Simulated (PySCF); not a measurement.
# Reading the logs of faulty runs: GeH5NSi2

All numbers below are calculated, not measured. They come from PySCF 2.14.0, an open-source quantum chemistry program, on an isolated molecule that a program drew, which may never have been made. The molecule is GeH5NSi2 (charge 0, singlet), drawn as the SMILES string `[SiH][SiH]=[N][GeH3]`.

Each row is a Hartree-Fock (HF) and frozen-core CCSD(T) single point in the cc-pV(D+d)Z basis, meant for a local HF minimum. Run 1 is clean. Each other run has one planted mistake out of seven kinds, and not every kind appears here: one electron removed, one electron added, multiplicity raised by two, geometry at a saddle point, minimal basis STO-3G, one bond length entered in bohr, all coordinates scaled. The reference is restricted for singlets and unrestricted otherwise, and also for a bond in bohr. Adding or removing an electron swaps singlet and doublet. Electrons count all cores. HOMO and LUMO are orbital energies over both spins, the gradient is its largest component, and the lowest frequency (negative if imaginary) is given only where the gradient is small. Bond lengths are over the 8 bonds as drawn. T1 is the CCSD diagnostic: over 0.02 (restricted) or 0.045 (unrestricted) a single reference is doubtful. Germanium has the cc-pVDZ-PP basis, with a core potential (ECP10MDF) in place of its 10 inner electrons, and its 3s, 3p and 3d shells are frozen in CCSD(T).

Geometry of the clean run:
```xyz
9
GeH5NSi2, angstrom
Si   -0.2000   -2.3553   -0.5745
Si    0.8234   -0.8707    0.9985
N    -0.0016    0.4245    1.3317
Ge    0.0420    1.9580    2.3031
H     0.6475   -1.8016   -1.7023
H     2.1393   -1.2402    1.5969
H    -0.0206    3.1620    1.3540
H     1.3201    2.0769    3.1561
H    -1.1721    1.9980    3.2401
```

```
run,electrons,basis functions,<S^2>,HOMO (eV),LUMO (eV),gradient (hartree/bohr),lowest frequency (cm^-1),mean bond (Å),longest bond (Å),T1,HF (hartree),CCSD(T) (hartree),mistake
1,72,108,0.000,-8.95,-0.30,3.0e-06,54,1.6747,2.393,0.0197,-928.51441,-929.02638,no fault
2,72,108,2.019,-8.66,-0.60,2.9e-02,-,1.6747,2.393,0.0268,-928.49657,-928.99104,multiplicity raised by two
3,72,108,0.000,-8.88,-0.14,1.1e-01,-,1.5390,2.199,0.0178,-928.44032,-928.93821,all coordinates scaled
4,72,108,1.097,-8.13,0.00,6.5e-03,-,1.9408,4.522,0.0331,-928.45354,-928.94198,one bond length entered in bohr
5,71,108,1.207,-14.33,-5.16,6.8e-02,-,1.6747,2.393,0.0714,-928.25376,-928.72242,?
6,73,108,0.768,-2.11,6.47,3.9e-02,-,1.6747,2.393,0.0195,-928.55751,-929.07861,?
```

**Which mistake was planted in run 5, and what did it cost?**

It counts 71 electrons, one fewer than the clean run, at the same geometry and basis. So the mistake is: one electron removed. Subtracting run 1 and multiplying by 627.51 kcal/mol a hartree, the energy moved by 163.6 kcal/mol in HF and 190.7 kcal/mol in CCSD(T).

**Which mistake was planted in run 6, and what did it cost?**

It counts 73 electrons, one more than the clean run, at the same geometry and basis. So the mistake is: one electron added. Subtracting run 1 and multiplying by 627.51 kcal/mol a hartree, the energy moved by -27.0 kcal/mol in HF and -32.8 kcal/mol in CCSD(T).

Cautions from the logs. Run 5: T1 is over the limit, so its CCSD(T) energy is less reliable.
